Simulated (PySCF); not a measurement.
Species: C₃H₈BFO.
Geometry (GFN2-xTB, Å), atoms numbered from 1 in this order:
```xyz
14
C3H8BFO angstrom
C     -1.958   -0.162    0.597
C     -1.294    0.125   -0.749
B      0.295    0.086   -0.725
F      0.962    0.122   -1.899
O      0.982    0.025    0.408
C      2.391   -0.001    0.505
H     -1.696   -1.158    0.942
H     -1.622    0.552    1.344
H     -3.041   -0.097    0.515
H     -1.661   -0.585   -1.493
H     -1.613    1.110   -1.101
H      2.857   -0.173   -0.467
H      2.732    0.956    0.906
H      2.666   -0.800    1.195
```

Jobs on this species (14 atoms, 48 electrons) with PySCF (density fitting). Hardware of each: an Arm Neoverse N1 with one thread, no GPU, on a shared host. The host was shared with other jobs, so the times are rough. Peak memory is the resident size of the whole Python process, interpreter and libraries included.

```
                                                                level and settings                                                                          work  basis functions  SCF cycles  wall time  peak memory
                                                              wB97X-D/ANO-RCC-VDZP                                       shieldings, charges and field gradients              124           ?          ?            ?
                                                                      PBE0/pcseg-1  spin–spin couplings from 13 perturbed nuclei, spin–dipole term for 2 of them              124           ?          ?            ?
                                                                    B97-D/pcSseg-1                                       shieldings, charges and field gradients              142          15       30 s     0.66 GiB
OPBE/pcSseg-1, grid level 1, damping 0.2 at the start, DIIS from the seventh cycle                                       shieldings, charges and field gradients              142          20       30 s     0.64 GiB
                                                                        PBE/STO-3G  spin–spin couplings from 13 perturbed nuclei, spin–dipole term for 2 of them               38          13      7.8 s     0.38 GiB
```

Q: Fill in the missing figures.

A: 
- wB97X-D/ANO-RCC-VDZP; shieldings, charges and field gradients: 51 s, 0.69 GiB, 12 SCF cycles
- PBE0/pcseg-1; spin–spin couplings from 13 perturbed nuclei, spin–dipole term for 2 of them: 22 s, 0.58 GiB, 12 SCF cycles

Q: What do all jobs in the table cost together?

A: About 2.3 min; the longest takes about 36 % of that, and about 6.5 times as long as the shortest.
